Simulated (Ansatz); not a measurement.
## Abstraction of Br: CBr2Cl2 + CHF2 → CBrCl2 + CHBrF2

Species: CBr2Cl2 (dibromodichloromethane) `ClC(Cl)(Br)Br`, singlet; CHF2 (difluoromethyl radical) `F[CH]F`, doublet; CBrCl2 `Cl[C](Cl)Br`, doublet; CHBrF2 (bromodifluoromethane) `FC(F)Br`, singlet. A radical takes Br: the energy is the difference in strength between two C–Br bonds in different surroundings.

Shapes, held fixed at every level: PBE0-D4/def2-TZVP. Programs: Ansatz 0.2.0. The zero-point and thermal change to 298 K, harmonic and unscaled (PBE0-D4/def2-TZVP), is +3.7 kJ/mol.

```tsv
level	kind	ΔH(298 K) (kJ/mol)	less CCSD(T)/def2-TZVPP
SPW92/def2-TZVPP	LDA	-84.0	-14.2
PBE-D4/def2-TZVPP	GGA	-77.0	-7.2
PBE0-D4/def2-TZVPP	global hybrid	-77.8	-8.0
wB97M-V/def2-TZVPP	range-separated hybrid	-73.4	-3.6
CCSD/def2-SVP	coupled cluster or CI	-69.6	+0.2
CCSD/def2-TZVPP	coupled cluster or CI	-73.3	-3.5
CCSD(T)/def2-TZVPP	coupled cluster or CI	-69.8	0.0
```

The highest level, CCSD(T)/def2-TZVPP, gives ΔH(298 K) = -69.8 kJ/mol; the levels span -84.0 to -69.6. The column of differences is taken from that level and isn't an error. No measured value is set beside it here. Open shells run unrestricted unless RO is named. Relativity is left out for Br unless named. Correlated rows may include outer-core shells of Br, which these sets cover unevenly.
